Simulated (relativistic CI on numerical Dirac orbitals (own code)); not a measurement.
Energy levels of N VII

These numbers are calculated, not measured: Dirac equation for one electron, model QED (radiative potential, 1s self-energy scaled to tabulated hydrogen-like ionisation energies) (own radial code, finite nucleus).

CI space: 1s, 2s, 2p, 3s, 3p, 3d, 4s, 4p, 4d, 4f, 5s, 5p, 5d, 5f, 5g, 6s, 6p, 6d. Levels of other configurations are missing.

The lowest level is 1s 2S_1/2, with 100 % of that term; Hund's rules for 1s give 2S with J = 1/2, in agreement.

| No. | Configuration | Term | J | E (Ry) | % | Landé g |
| --- | --- | --- | --- | --- | --- | --- |
| 1 | 1s | 2S | 1/2 | 0.0000 | 100 | 2.001 |
| 2 | 2p | 2P° | 1/2 | 36.7675 | 100 | 0.665 |
| 3 | 2s | 2S | 1/2 | 36.7679 | 100 | 2.002 |
| 4 | 2p | 2P° | 3/2 | 36.7755 | 100 | 1.334 |
| 5 | 3p | 2P° | 1/2 | 43.5792 | 100 | 0.666 |
| 6 | 3s | 2S | 1/2 | 43.5793 | 100 | 2.002 |
| 7 | 3d | 2D | 3/2 | 43.5816 | 100 | 0.799 |
| 8 | 3p | 2P° | 3/2 | 43.5816 | 100 | 1.334 |
| 9 | 3d | 2D | 5/2 | 43.5824 | 100 | 1.200 |
| 10 | 4p | 2P° | 1/2 | 45.9630 | 100 | 0.666 |
| 11 | 4s | 2S | 1/2 | 45.9630 | 100 | 2.002 |
| 12 | 4d | 2D | 3/2 | 45.9640 | 100 | 0.799 |
| 13 | 4p | 2P° | 3/2 | 45.9640 | 100 | 1.334 |
| 14 | 4f | 2F° | 5/2 | 45.9643 | 100 | 0.857 |
| 15 | 4d | 2D | 5/2 | 45.9643 | 100 | 1.200 |
| 16 | 4f | 2F° | 7/2 | 45.9645 | 100 | 1.143 |
| 17 | 5p | 2P° | 1/2 | 47.0662 | 100 | 0.666 |
| 18 | 5s | 2S | 1/2 | 47.0662 | 100 | 2.002 |
| 19 | 5d | 2D | 3/2 | 47.0667 | 100 | 0.799 |
| 20 | 5p | 2P° | 3/2 | 47.0667 | 100 | 1.334 |
| 21 | 5f | 2F° | 5/2 | 47.0669 | 100 | 0.857 |
| 22 | 5d | 2D | 5/2 | 47.0669 | 100 | 1.200 |
| 23 | 5g | 2G | 7/2 | 47.0670 | 100 | 0.889 |
| 24 | 5f | 2F° | 7/2 | 47.0670 | 100 | 1.143 |
| 25 | 5g | 2G | 9/2 | 47.0670 | 100 | 1.111 |
| 26 | 6p | 2P° | 1/2 | 47.6654 | 100 | 0.666 |
| 27 | 6s | 2S | 1/2 | 47.6654 | 100 | 2.002 |
| 28 | 6d | 2D | 3/2 | 47.6657 | 100 | 0.799 |
| 29 | 6p | 2P° | 3/2 | 47.6657 | 100 | 1.334 |
| 30 | 6d | 2D | 5/2 | 47.6658 | 100 | 1.200 |

Energies count from the lowest computed level; ° marks odd parity.
